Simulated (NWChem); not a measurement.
System: C$_{3}$H$_{4}$O; SMILES C1=COC1

Here is an NWChem input.

```
start job
memory heap 200 mb stack 900 mb global 1100 mb
geometry units angstroms noautoz
  C     -0.503660    -0.931966     0.000000
  C      0.797294    -0.553841     0.000000
  O      0.629254     0.821730     0.000000
  C     -0.819955     0.545809     0.000000
  H     -1.076291    -1.863447     0.000000
  H      1.806774    -0.993198     0.000000
  H     -1.292078     0.971210    -0.910662
  H     -1.292078     0.971210     0.910662
end
basis spherical
  C library 6-31g*
  O library 6-31g*
  H library 6-31g*
end
dft
  xc xwpbe 1.00 cpbe96 1.0 hfexch 1.00
  cam 0.4 cam_alpha 0.0 cam_beta 1.0
  iterations 150
  mulliken
end
task dft energy
```

Output (shortened):

```
             Northwest Computational Chemistry Package (NWChem) 7.3.0
             --------------------------------------------------------

 CS  symmetry detected

                             Geometry "geometry" -> ""
                             -------------------------

 Output coordinates in angstroms (scale by  1.889725989 to convert to a.u.)

  No.       Tag          Charge          X              Y              Z
 ---- ---------------- ---------- -------------- -------------- --------------
    1 C                    6.0000    -0.14424374    -1.05042917     0.00000000
    2 C                    6.0000     0.94065858    -0.23898182     0.00000000
    3 O                    8.0000     0.29964040     0.98964697     0.00000000
    4 C                    6.0000    -0.95998782     0.22174341     0.00000000
    5 H                    1.0000    -0.35275417    -2.12378210     0.00000000
    6 H                    1.0000     2.04016413    -0.29530210     0.00000000
    7 H                    1.0000    -1.55154763     0.45395694    -0.91066200
    8 H                    1.0000    -1.55154763     0.45395694     0.91066200

 Effective nuclear repulsion energy (a.u.)     114.2391732097

      Symmetry information
      --------------------

 Group name             Cs
 Group number              2
 Group order               2
 No. of unique centers     7

  pbe96 is a nonlocal functional; adding pw91lda local functional.

                                 NWChem DFT Module
                                 -----------------

 Summary of "ao basis" -> "ao basis" (spherical)
 ------------------------------------------------------------------------------
       Tag                 Description            Shells   Functions and Types
 ---------------- ------------------------------  ------  ---------------------
 C                           6-31g*                  6       14   3s2p1d
 O                           6-31g*                  6       14   3s2p1d
 H                           6-31g*                  2        2   2s

      Symmetry analysis of basis
      --------------------------

        a'         46
        a"         18

            General Information
            -------------------
          SCF calculation type: DFT
          Wavefunction type:  closed shell.
          No. of atoms     :     8
          No. of electrons :    30
           Alpha electrons :    15
            Beta electrons :    15
          Charge           :     0
          Spin multiplicity:     1
          Use of symmetry is: on ; symmetry adaption is: on
          Maximum number of iterations: 150
          AO basis - number of functions:    64
                     number of shells:    32
          Convergence on energy requested:  1.00D-06
          Convergence on density requested:  1.00D-05
          Convergence on gradient requested:  5.00D-04

              XC Information
              --------------
                     Hartree-Fock (Exact) Exchange  1.000
                     LC-wPBE(h)Exchange Functional  1.000
            Perdew 1991 LDA Correlation Functional  1.000 local
           PerdewBurkeErnz. Correlation Functional  1.000 non-local

           Range-Separation Parameters
           ---------------------------
           Alpha           :  0.00
           Beta            :  1.00
           Gamma           :  0.40
           Short-Range HF  :     F

             Grid Information
             ----------------
          Grid used for XC integration:  medium
          Radial quadrature: Mura-Knowles
          Angular quadrature: Lebedev.
          Tag              B.-S. Rad. Rad. Pts. Rad. Cut. Ang. Pts.
          ---              ---------- --------- --------- ---------
          C                   0.70       49           8.0       434
          O                   0.60       49           8.0       434
          H                   0.35       45          10.0       434
          Grid pruning is: on
          Number of quadrature shells:   331
          Spatial weights used:  Erf1

      Superposition of Atomic Density Guess
      -------------------------------------

 Sum of atomic energies:        -189.72804483

      Non-variational initial energy
      ------------------------------

 Total energy =    -191.971925
 1-e energy   =    -483.104718
 2-e energy   =     176.893619
 HOMO         =      -0.242273
 LUMO         =       0.060266

      Symmetry analysis of molecular orbitals - initial
      -------------------------------------------------

  Numbering of irreducible representations:

     1 a'          2 a"

  Orbital symmetries:

     1 a'          2 a'          3 a'          4 a'          5 a'
     6 a'          7 a'          8 a'          9 a'         10 a"
    11 a'         12 a'         13 a"         14 a'         15 a"
    16 a"         17 a'         18 a'         19 a'         20 a'
    21 a'         22 a"         23 a'         24 a'         25 a'

     ---------------------------------------------
      Total Density - Mulliken Population Analysis
     ---------------------------------------------

    Atom       Charge   Shell Charges
 -----------   ------   -------------------------------------------------------
    1 C    6     6.46   2.00  0.74  2.00  0.62  1.07  0.03
    2 C    6     5.69   2.00  0.72  1.68  0.51  0.72  0.06
    3 O    8     8.72   2.00  0.93  2.98  0.96  1.83  0.03
    4 C    6     5.94   2.00  0.70  1.72  0.59  0.87  0.06
    5 H    1     0.77   0.45  0.32
    6 H    1     0.80   0.46  0.34
    7 H    1     0.80   0.47  0.33
    8 H    1     0.80   0.47  0.33

   convergence    iter        energy       DeltaE   RMS-Dens  Diis-err
 ---------------- ----- ----------------- --------- --------- ---------
 d= 0,ls=0.0,diis     1   -191.6505104659 -3.06D+02  9.78D-03  5.85D-01
 d= 0,ls=0.0,diis     2   -191.6902076894 -3.97D-02  4.34D-03  3.04D-01
 d= 0,ls=0.0,diis     3   -191.7162500498 -2.60D-02  1.41D-03  2.80D-02
 d= 0,ls=0.0,diis     4   -191.7187386882 -2.49D-03  4.80D-04  2.15D-03
 d= 0,ls=0.0,diis     5   -191.7189760146 -2.37D-04  1.54D-04  1.18D-04
  Resetting Diis
 d= 0,ls=0.0,diis     6   -191.7189912218 -1.52D-05  4.66D-05  1.37D-05
 d= 0,ls=0.0,diis     7   -191.7189930812 -1.86D-06  1.36D-05  4.21D-07
 d= 0,ls=0.0,diis     8   -191.7189931305 -4.92D-08  4.59D-06  2.13D-07

         Total DFT energy =     -191.718993130471
      One electron energy =     -485.844931460663
           Coulomb energy =      206.042933840181
    Exchange-Corr. energy =      -26.156168719724
 Nuclear repulsion energy =      114.239173209735

 Numeric. integr. density =       29.999991955064

                  Occupations of the irreducible representations
                  ----------------------------------------------

                     irrep           alpha         beta
                     --------     --------     --------
                     a'               12.0         12.0
                     a"                3.0          3.0

                       DFT Final Molecular Orbital Analysis
                       ------------------------------------

 Vector   13  Occ=2.000000D+00  E=-4.552953D-01  Symmetry=a'
              MO Center= -1.1D-01,  1.4D-01,  1.4D-14, r^2= 2.2D+00
   Bfn.  Coefficient  Atom+Function         Bfn.  Coefficient  Atom+Function
  ----- ------------  ---------------      ----- ------------  ---------------
    32      0.420637  3 O  py                46     -0.311610  4 C  py
    36      0.295225  3 O  py                 4      0.276921  1 C  py
    58     -0.162004  5 H  s                  3     -0.145342  1 C  px
    57     -0.145568  5 H  s                 18     -0.143470  2 C  py
    50     -0.136336  4 C  py                34      0.129202  3 O  s

 Vector   14  Occ=2.000000D+00  E=-4.450758D-01  Symmetry=a"
              MO Center= -2.2D-01,  4.5D-01, -9.2D-15, r^2= 2.1D+00
   Bfn.  Coefficient  Atom+Function         Bfn.  Coefficient  Atom+Function
  ----- ------------  ---------------      ----- ------------  ---------------
    33      0.414005  3 O  pz                37      0.294429  3 O  pz
    47     -0.279880  4 C  pz                19      0.265898  2 C  pz
    61      0.179450  7 H  s                 62      0.178873  7 H  s
    63     -0.179450  8 H  s                 64     -0.178873  8 H  s
    23      0.176952  2 C  pz                51     -0.106524  4 C  pz

 Vector   15  Occ=2.000000D+00  E=-3.328898D-01  Symmetry=a"
              MO Center=  2.1D-01, -2.7D-01, -3.9D-17, r^2= 1.8D+00
   Bfn.  Coefficient  Atom+Function         Bfn.  Coefficient  Atom+Function
  ----- ------------  ---------------      ----- ------------  ---------------
     5      0.409942  1 C  pz                33     -0.391163  3 O  pz
     9      0.338450  1 C  pz                37     -0.317195  3 O  pz
    19      0.282110  2 C  pz                23      0.179135  2 C  pz
    51     -0.041733  4 C  pz                62      0.032784  7 H  s
    64     -0.032784  8 H  s                 61      0.027968  7 H  s

 Vector   16  Occ=0.000000D+00  E= 1.198138D-01  Symmetry=a"
              MO Center=  3.2D-01, -4.3D-01,  9.3D-17, r^2= 2.3D+00
   Bfn.  Coefficient  Atom+Function         Bfn.  Coefficient  Atom+Function
  ----- ------------  ---------------      ----- ------------  ---------------
    23      0.633467  2 C  pz                 9     -0.548057  1 C  pz
    19      0.452055  2 C  pz                 5     -0.365910  1 C  pz
    62     -0.316021  7 H  s                 64      0.316021  8 H  s
    37     -0.207446  3 O  pz                33     -0.194933  3 O  pz
    51     -0.181074  4 C  pz                61     -0.088396  7 H  s

[...]
```

Level: LC-wPBE (HJS exchange hole, range parameter 0.4 per bohr)/6-31G* (spherical d). Structure relaxed at the PBE-D3(BJ)/def2-SVP level.
